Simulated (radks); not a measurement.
Valence configurations of neutral strontium (all share [Kr]). All-electron calculation, scalar-relativistic Kohn-Sham, PBE, spin-unpolarised, spherical densities, point nucleus. Program: a radial shooting solver on a logarithmic mesh with Libxc functionals. Energies are relative to 5s2; eigenvalues in eV.

| valence | E (eV) | e(4d) | e(5p) | e(5s) |
|---|---|---|---|---|
| 5s2 | 0.000 | - | - | -3.526 |
| 5s1.5 5p0.5 | 1.135 | - | -1.569 | -3.870 |
| 4d0.5 5s1.5 | 1.146 | -1.036 | - | -3.370 |
| 4d0.5 5s1 5p0.5 | 2.231 | -1.441 | -1.490 | -3.685 |
| 5s1 5p1 | 2.299 | - | -1.826 | -4.181 |
| 4d1 5s1 | 2.325 | -0.911 | - | -3.290 |
| 4d1 5s0.5 5p0.5 | 3.370 | -1.259 | -1.460 | -3.569 |
| 5s0.5 5p1.5 | 3.490 | - | -2.059 | -4.466 |
| 5p2 | 4.707 | - | -2.270 | - |

NIST lists [Kr] 5s2 as the ground configuration; this level of theory agrees among the configurations tried. The energies are those of spherical spin-averaged densities, not of single terms.
